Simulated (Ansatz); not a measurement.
Basis-set extrapolation for C$_{2}$H$_{9}$B$_{2}$N, SMILES `BN(C)BC` (PBE0-D4/def2-TZVP geometry, frozen core, Ansatz). Multiplicity 1, RHF reference.

```json
{"": "HF", "def2-TZVPP": "-184.923053", "def2-QZVPP": "-184.932265"}
{"": "MP2 correlation", "def2-TZVPP": "-0.767434", "def2-QZVPP": "-0.816719"}
{"": "CCSD(T) correlation", "def2-TZVPP": "-0.852861", "def2-QZVPP": "not run"}
```

Energies in hartree. Use E(X) = E(∞) + A·exp(−7.88·√X) for Hartree–Fock and E(X) = E(∞) + B·X^(−2.97) for correlation, with X = 3 and 4, and add CCSD(T) minus MP2 of the smaller set to the MP2 limit.

Q: What is the CCSD(T) energy at the basis-set limit?

A: HF limit: -184.932265 + (-0.009212) × 0.13774 = -184.93353. MP2 limit: -0.816719 + (-0.049285) × 0.74074 = -0.85323. Higher-order term: -0.852861 − (-0.767434) = -0.08543. Total: -185.87219 hartree, 252.8 kJ/mol below CCSD(T)/def2-TZVPP.
